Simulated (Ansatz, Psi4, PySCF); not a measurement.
C7H7O (SMILES Cc1ccc([O])cc1), doublet, at a GFN2-xTB geometry. Base run: B3LYP/STO-3G run with PySCF.

Geometry (Å):
```xyz
15

C     -2.7749    -0.3140    -0.0980
C     -1.2979    -0.1387    -0.0362
C     -0.4554    -1.2627     0.0236
C      0.9004    -1.1328     0.0660
C      1.5381     0.1712     0.0512
O      2.7670     0.3061     0.0900
C      0.6355     1.3058    -0.0131
C     -0.7178     1.1393    -0.0544
H     -3.1031    -1.0723     0.6114
H     -3.0647    -0.6551    -1.0937
H     -3.2937     0.6190     0.1068
H     -0.9059    -2.2461     0.0365
H      1.5479    -1.9955     0.1130
H      1.0823     2.2886    -0.0259
H     -1.3665     2.0036    -0.1016
```
Charge 0, spin multiplicity 2.
Orbitals are unrestricted.
All else is at PySCF's defaults.

The same geometry, method and basis name were run in Ansatz (a program for electronic structure) and Psi4 and PySCF, at each program's defaults and at the settings that a row names. The base is PySCF at its defaults. Differences at the defaults can come from grids, fitting, cores and function types together.

```
code and settings                                                                             ΔE vs base (mEh)  basis functions      E (Eh)  SCF cycles  dipole (D)
--------------------------------------------------------------------------------------------  ----------------  ---------------  ----------  ----------  ----------
PySCF, defaults (exact integrals, its default grid, spherical functions)                                 0.000               47  -341.76847          15        2.53
Psi4, defaults (density fitting with its default set, its default grid, spherical functions)            -2.216               47  -341.77069          13        2.53
Ansatz, defaults (factorised integrals, its default grid, spherical functions)                           0.004               47  -341.76847           -           -
PySCF, density fitting with def2-universal-jkfit                                                        -2.212               47  -341.77069          15        2.53
PySCF, fine grid                                                                                        -0.002               47  -341.76848          15        2.53
Psi4, exact integrals, spherical functions, fine grid                                                   -0.002               47  -341.76848          18        2.53
Ansatz, high accuracy                                                                                   -0.002               47  -341.76848           -           -
```

Open shells are given as the SCF converged; they aren't shown to be the lowest states, and a large step between rows can be another state.
